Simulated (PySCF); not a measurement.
# Basis and Hamiltonian dependence of the ionisation energy of Pd²⁺

Pd²⁺ [Kr] 4d8 (3F) → Pd³⁺ [Kr] 4d7 (4F). Calculated with PySCF 2.14 from differences of total energies of unrestricted determinants, without spin-orbit coupling. Values in eV.

```
                                                                               basis    Hamiltonian  functions     UHF     LDA    PBE0  MP2 (valence)  CCSD(T) (valence)  CCSD(T) (valence and next inner shell)
                               def2-TZVP with the def2 core potential (28 electrons)            ECP         40  31.191     n/a     n/a         32.360                n/a                                     n/a
                                                        aug-cc-pVDZ-PP with ECP28MDF            ECP         54  31.124  33.364  32.915         32.508             32.449                                     n/a
                             def2-TZVPPD with the def2 core potential (28 electrons)            ECP         56  31.177  33.440  32.972         32.754             32.666                                  32.576
                                                      aug-cc-pwCVDZ-PP with ECP28MDF            ECP         70  31.074  33.346  32.875         32.594             32.494                                  32.336
                             def2-QZVPPD with the def2 core potential (28 electrons)            ECP         88  31.166  33.442  32.971         32.843             32.742                                     n/a
                                                        aug-cc-pVTZ-PP with ECP28MDF            ECP         88  31.053  33.331  32.864         32.707             32.616                                     n/a
                   x2c-TZVPPall with one added diffuse shell each of s, p, d, f type  spin-free X2C         95  31.135  33.611  33.037         32.745             32.653                                  32.624
                                                                      aug-cc-pVTZ-DK  spin-free X2C        102  31.119  33.596  33.014         32.764             32.673                                     n/a
aug-cc-pVTZ-PP with one added diffuse shell each of s, p, d, f, g type with ECP28MDF            ECP        113  31.053  33.332  32.864         32.709                n/a                                     n/a
                                                                        x2c-QZVPPall  spin-free X2C        118  31.119  33.601  33.020         32.797                n/a                                     n/a
                                                                    aug-cc-pwCVTZ-DK  spin-free X2C        136  31.112  33.600  33.017         32.813                n/a                                     n/a
                x2c-QZVPPall with one added diffuse shell each of s, p, d, f, g type  spin-free X2C        143  31.119  33.601  33.020         32.801                n/a                                     n/a
                                                        aug-cc-pV5Z-PP with ECP28MDF            ECP        197  31.048     n/a     n/a            n/a                n/a                                     n/a
```

Estimate the row for x2c-TZVPPall (spin-free X2C, 79 functions).

From the rows with the same Hamiltonian and similar size; the calculation gives UHF 31.13; LDA 33.61; PBE0 33.04; MP2 (valence) 32.73; CCSD(T) (valence) 32.64; CCSD(T) (valence and next inner shell) 32.61 (eV).

Frozen in the all-electron rows: valence: [Kr]; valence and next inner shell: [Ar] 3d10; with a core potential, the same shells as far as they lie outside it.

Between the lowest levels the reference is 32.93 eV (semi-empirical (NIST evaluation); NIST Atomic Spectra Database, ionization energies); it includes spin-orbit coupling, which these numbers lack.
